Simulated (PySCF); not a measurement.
This script is equivalent to a calculation on Ge³⁺ (germanium, charge +3).

```python
from pyscf import gto, scf, dft, mp, cc
import basis_set_exchange as bse
mol = gto.M(atom="Ge 0 0 0", charge=3, spin=1, symmetry="D2h",
            basis=gto.basis.parse(bse.get_basis("pcseg-2", elements=["Ge"], fmt="nwchem", header=False)))
mf = dft.UKS(mol, xc="TPSS")
mf.irrep_nelec = {'Ag': (6, 5), 'B1g': (1, 1), 'B2g': (1, 1), 'B3g': (1, 1), 'B1u': (2, 2), 'B2u': (2, 2), 'B3u': (2, 2)}
mf.kernel()
```

What total energy does it give?

-2074.821 hartree (calculated).

Which occupied shell lies highest, and where?

4s α, at -40.389 eV.

What is ⟨S²⟩, and what would a pure spin state give?

0.750, against 0.75.
